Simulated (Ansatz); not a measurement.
`[OH][AlH][I]` + NH₃ → `[NH2][AlH][OH]` + HI at 700 K and 1 bar (ligand exchange at the Al–I bond).

Computed with Ansatz on PBE0-D4/def2-TZVP structures; ΔE is electronic, products minus reactants. CBS: MP2 limit from def2 TZ/QZ plus the TZ coupled-cluster correction, frozen cores. This one scheme is used for every species. def2 core potentials past Kr. For I outer-core shells are correlated without core-valence functions, which leaves a few kJ/mol of doubt a bond. Each species was taken in one conformer, which may not be the lowest.

```
         species  CCSD(T)/CBS energy (Eh)  H − E (kJ/mol)  S (J/(mol·K))
  `[OH][AlH][I]`               -615.94705           104.2          377.1
             NH₃                -56.50880           116.9          226.5
`[NH2][AlH][OH]`               -374.39395           178.0          375.5
              HI               -298.03592            34.6          231.7
```

H − E and S are ideal-gas, rigid-rotor, harmonic terms from PBE0-D4/def2-TZVP, for one conformer and one mirror image of each species. 1 Eh = 2625.50 kJ/mol, R = 8.31446 J/(mol·K).

Q: By hand: ΔE, ΔH, ΔS and ΔG.

A: ΔE = (-374.39395) + (-298.03592) − (-615.94705) − (-56.50880) = 0.02598 Eh = 68.2 kJ/mol. Δ(H − E) = 178.0 + 34.6 − 104.2 − 116.9 = -8.5, so ΔH = 59.7 kJ/mol. ΔS = 375.5 + 231.7 − 377.1 − 226.5 = 3.6 J/(mol·K). ΔG = 59.7 − 700 × (3.6)/1000 = 57.2 kJ/mol.

Q: By hand: the equilibrium constant, and the temperature at which ΔG would vanish if ΔH and ΔS stayed fixed.

A: log₁₀ K = −ΔG/(RT ln 10) = -4.3. ΔG = 0 at ΔH/ΔS = 16583 K, far beyond where these terms or the molecules hold.

The number of gas molecules stays the same, so ΔS is small and ΔH decides. A doubt of 5 kJ/mol in ΔE shifts log₁₀ K by 0.4 here. Other conformers and mirror images would add mixing entropy, several J/(mol·K) or more a flexible species. These are equilibria of isolated gas molecules and say nothing of rates. Largest T1 diagnostic: 0.011 (customary marks: 0.02 for closed shells, 0.045 for open ones).
